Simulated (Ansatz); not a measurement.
System: C2H7Ge, net charge 0, doublet state. It need not be the lowest isomer of its formula. 
Coordinates optimised at B3LYP-D3(BJ)/def2-TZVP (Ansatz, a quantum-chemistry and plane-wave program):
```xyz
10

C      1.6609    -0.6067    -0.1865
Ge    -0.0257     0.3575     0.1987
C     -1.5753    -0.7253    -0.3921
H      1.7233    -0.8075    -1.2588
H      1.6855    -1.5548     0.3496
H      2.5224    -0.0100     0.1095
H     -0.0278     1.7205    -0.5550
H     -1.4869    -0.9252    -1.4627
H     -1.5982    -1.6752     0.1409
H     -2.5085    -0.1945    -0.2101
```
Charge 0, spin multiplicity 2.

Property: atomisation energy (electronic, to ground-state atoms), in kJ/mol. Valence correlation only, unless marked. Open shells are spin-unrestricted. Spin-orbit coupling is left out. The frozen core is the preceding noble-gas configuration, with the filled d and f shells of earlier blocks. Non-relativistic. The coupled-cluster limit lacks core correlation, which all-electron functionals hold. Basis-set limits of correlation are two-point, X^-3; Hartree-Fock from the larger set.

| level | program | atomisation energy (kJ/mol) |
|---|---|---|
| HF/aug-cc-pVTZ | Ansatz | 2569.2 |
| revPBE-D4/def2-TZVPD | Ansatz + dftd4 | 3347.6 |
| B97M-V/def2-TZVPD | Ansatz | 3391.1 |
| PBE0/def2-TZVPD | Ansatz | 3372.2 |
| BHLYP-D3(BJ)/def2-TZVPD | Ansatz + dftd3 | 3327.0 |
| r2SCANh/def2-TZVPD | Ansatz | 3381.7 |
| B2GP-PLYP-D4/def2-TZVPD | Ansatz + dftd4 | 3329.8 |

### Question
Estimate the value at CCSD(T)/CBS(aug-cc-pVTZ,aug-cc-pVQZ) as computed with Ansatz.

### Answer
3376.4 kJ/mol, so B2GP-PLYP-D4/def2-TZVPD differs from it by -46.6 kJ/mol.
